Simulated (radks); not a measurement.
Pb LVII, configuration [Ar] 3d8.

Calculated with a radial shooting solver on a logarithmic mesh with Libxc functionals: scalar-relativistic Kohn-Sham, r2SCAN, spin-polarised, spherical densities, finite nucleus; open shells are filled with parallel spins first (spin-orbit coupling, left out, can overturn this in heavy ions); meta-GGA in the generalised Kohn-Sham scheme; Fermi nuclear charge, rms radius 5.5012 fm.

Energy parts (eV):
part                       energy
total                  -494463.19
kinetic                 566630.85
electron-nucleus      -1130280.03
Hartree                  76166.16
exchange-correlation     -6980.16

Orbitals (lengths in bohr, moments of r in powers of bohr; <r^-3> diverges for s and p1/2; r(90%) holds 90 % of the orbital's charge):
\begin{tabular}{lrrrrrr}
orbital & occ. & eigenvalue (eV) & <r^-3> & <r> & r(90%) & <r^2> \\ \hline
1s up & 1 & -91672.77 & - & 0.01605 & 0.0294 & 0.0003574 \\
1s down & 1 & -91672.75 & - & 0.01605 & 0.0294 & 0.0003574 \\
2s up & 1 & -19220.66 & - & 0.06738 & 0.105 & 0.005383 \\
2s down & 1 & -19207.03 & - & 0.06735 & 0.105 & 0.005378 \\
2p up & 3 & -16983.21 & 29780 & 0.06119 & 0.0998 & 0.004577 \\
2p down & 3 & -16972.26 & 29820 & 0.06115 & 0.0997 & 0.004571 \\
3s up & 1 & -6973.343 & - & 0.1694 & 0.247 & 0.03276 \\
3s down & 1 & -6959.444 & - & 0.1696 & 0.248 & 0.03282 \\
3p up & 3 & -6321.201 & 7466 & 0.1698 & 0.252 & 0.03334 \\
3p down & 3 & -6307.010 & 7435 & 0.1700 & 0.253 & 0.03341 \\
3d up & 5 & -5704.314 & 916.3 & 0.1524 & 0.234 & 0.02693 \\
3d down & 3 & -5685.728 & 914.2 & 0.1526 & 0.234 & 0.02702 \\
4s up & 0 & -3494.303 & - & 0.3294 & 0.465 & 0.1221 \\
4s down & 0 & -3487.885 & - & 0.3298 & 0.466 & 0.1224 \\
4p up & 0 & -3242.158 & 2722 & 0.3379 & 0.481 & 0.1293 \\
4p down & 0 & -3235.858 & 2711 & 0.3384 & 0.482 & 0.1297 \\
\end{tabular}

The highest occupied level is 3d down at -5685.7 eV. Spin moment in Bohr magnetons: 2.
